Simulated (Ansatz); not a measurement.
A nudged elastic band was laid between two geometries of BrH + H4Sn (7 atoms, charge 0, multiplicity 1).

Level of theory: RKS PBE0/def2-SVP (Ansatz 0.2.0).

```yaml
movable_images: 5
climbing_image: yes
spring: 5.0 eV/Å²
optimiser: quadratic models (default)
start_path: through a guess of the saddle point
force_threshold: 0.05 eV/Å
iteration_limit: 60
end_points: relaxed
```

Initial state:

```xyz
7
Properties=species:S:1:pos:R:3
Sn 0.352 0.000 -0.197
H 0.159 0.000 1.510
H 2.023 0.000 -0.567
H -0.389 1.399 -0.840
H -0.389 -1.399 -0.840
Br -3.442 0.000 1.989
H -2.066 0.000 2.353
```

Final state:

```xyz
7
Properties=species:S:1:pos:R:3
Sn -0.432 0.000 -0.806
H -0.057 0.000 3.675
H 0.863 0.000 0.306
H -0.478 1.419 -1.755
H -0.478 -1.419 -1.755
Br -2.531 0.000 0.562
H -0.638 0.000 3.181
```

Problem. Which bonds break or form, and what moves?

Solution. Bonds broken: Sn1–H2, Br6–H7. Bonds formed: Sn1–Br6, H2–H7. BrH + H4Sn becomes BrH3Sn + H2.

Problem. What energy profile does the band end with?

Solution. The run converged. The highest image is number 2 of 0 to 6, 1.17 eV above the first end and 1.89 eV above the last; the last end lies 0.73 eV below the first. A vibrational analysis at the climbing image gives one clearly imaginary mode, 932i cm⁻¹: a first-order saddle point. The orbitals stay closed-shell, which can raise the energy where a bond breaks towards radicals; this wasn't checked here.

| image | path coordinate (Å) | energy (eV) | Sn1–H2 (Å) | Br6–H7 (Å) | Sn1–Br6 (Å) |
| --- | --- | --- | --- | --- | --- |
| 0 | 0.00 | 0.00 | 1.72 | 1.42 | 4.38 |
| 1 | 0.98 | 0.11 | 1.73 | 1.45 | 3.64 |
| 2 | 1.96 | 1.17 | 1.99 | 1.86 | 2.97 |
| 3 | 2.75 | 0.22 | 2.47 | 2.27 | 2.63 |
| 4 | 3.54 | -0.48 | 3.04 | 2.56 | 2.52 |
| 5 | 4.33 | -0.70 | 3.75 | 2.93 | 2.51 |
| 6 | 5.12 | -0.73 | 4.50 | 3.23 | 2.51 |

Problem. What is the geometry of the highest image?

Solution. 
```xyz
7
Properties=species:S:1:pos:R:3
Sn -0.173 0.000 -0.131
H -0.048 0.000 1.859
H 1.553 0.000 -0.010
H -0.682 1.485 -0.777
H -0.682 -1.485 -0.777
Br -2.749 0.000 1.357
H -0.970 0.000 1.887
```

Problem. What are the harmonic wavenumbers there?

Solution. 932i, 97, 179, 463, 509, 657, 708, 743, 918, 953, 1328, 1881, 1972, 2005, 2188 cm⁻¹.

Run time: 3 min on 1 thread of Intel(R) Xeon(R) 6975P-C (Granite Rapids), with other jobs on the host, peak memory 0.22 GiB.
